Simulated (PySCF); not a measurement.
**Dipole response of Xe (xenon, neutral)**

[Kr] 4d10 5s2 5p5 6s1, high-spin 3P determinant (an excited configuration). Calculation: PySCF 2.14, in aug-cc-pVDZ-PP with ECP28MDF (5s4p3d, 32 functions); scalar relativity through the core potential. Coupled (time-dependent) response in atomic units; α is the mean over directions. A double-zeta set is small for polarisabilities.

```tsv
method	mean α (bohr³)	α xx, yy, zz	C₆ (like pair)	S(−4)
UHF	396.4	526.0, 331.6, 331.6	4957	274800
PBE	269.9	306.2, 251.7, 251.7	3235	96930
PBE0	304.2	355.2, 278.6, 278.6	3770	127100
BLYP	220.9	247.4, 207.6, 207.6	2491	62470
HSE06	257.7	296.7, 238.2, 238.2	3043	87770
```

S(−4) is the Cauchy moment in α(ω) = α(0) + S(−4) ω² + …

Spin-orbit coupling is absent.

α(iu) at HSE06:

| u (hartree) | α(iu) (bohr³) |
| --- | --- |
| 0 | 257.7 |
| 0.0500 | 143.8 |
| 0.100 | 69.69 |
| 0.200 | 31.78 |
| 0.300 | 21.58 |
| 0.500 | 13.39 |
| 0.750 | 8.485 |
| 1.00 | 5.759 |
| 1.50 | 3.069 |
| 2.00 | 1.877 |
| 3.00 | 0.8995 |
| 5.00 | 0.3414 |

The components differ because the open shell of this determinant is not spherical; for a pure term their mean is the scalar polarisability.

Energies and moments cover only the electrons outside the core potential. The outer electron is Rydberg-like, and this basis confines it to a smaller radius and binds it less than a complete one would.
